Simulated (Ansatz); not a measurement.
Consider the atomization: `[SiH3]SC1CO1` → 2 C• + 6 H• + O• + S• + Si•.

Gas-phase electronic energies from Ansatz, PBE0-D4/def2-TZVP geometries. CCSD(T)/CBS adds triple-zeta CCSD(T) − MP2 to the extrapolated MP2 energy (def2 sets, frozen cores). This one scheme is used for every species, atoms too. Functionals use def2-TZVPP. B3LYP here is the variant with VWN-RPA as its local correlation; programs differ in this. No spin–orbit coupling; open shells (•) take unrestricted orbitals. Spin–orbit coupling would lower the free atoms: a little for C, O, S, Si. One conformer a species, not always the lowest.

What is ΔE at CCSD(T)/CBS? (An estimate is asked.)

Ansatz gave: +934.1 kcal/mol.

What do these levels give: PBE-D4, r2SCAN-D4, PBE0-D4, ωB97M-V, PBE, r2SCAN, B3LYP, HF/def2-TZVPP, MP2/def2-TZVPP, CCSD/def2-TZVPP, HF/CBS(def2), MP2/CBS(def2)? (Estimate.)

Computed: PBE-D4 956.6, r2SCAN-D4 939.3, PBE0-D4 937.9, ωB97M-V 938.8, PBE 950.7, r2SCAN 937.8, B3LYP 921.7, HF/def2-TZVPP 659.8, MP2/def2-TZVPP 924.0, CCSD/def2-TZVPP 891.0, HF/CBS(def2) 661.4, MP2/CBS(def2) 950.8 kcal/mol.

Largest T1 diagnostic among the species: 0.012.

The D4 term adds +9.6 kcal/mol with B3LYP and +5.0 kcal/mol with PBE0; it sums over pairs of atoms, weighted by their polarisabilities, and B3LYP, whose exchange is more repulsive, gets the larger term. In def2-TZVPP, CCSD(T) changes the Hartree–Fock value by +247.5 kcal/mol (the triples alone add +16.3 kcal/mol) and MP2 by +264.2 kcal/mol; breaking electron pairs costs correlation energy, which Hartree–Fock lacks. From PBE to PBE0 (25 % exact exchange), in def2-TZVPP and without D4, ΔE moves by −17.9 kcal/mol: exact exchange takes away binding that semilocal exchange gives to molecules.

For atomizations the MP2-based limit and the directly extrapolated one differ by several kJ/mol either way, and by 10 to 25 for some Ge, Se and Sn compounds, so smaller differences from it don't rank the levels.
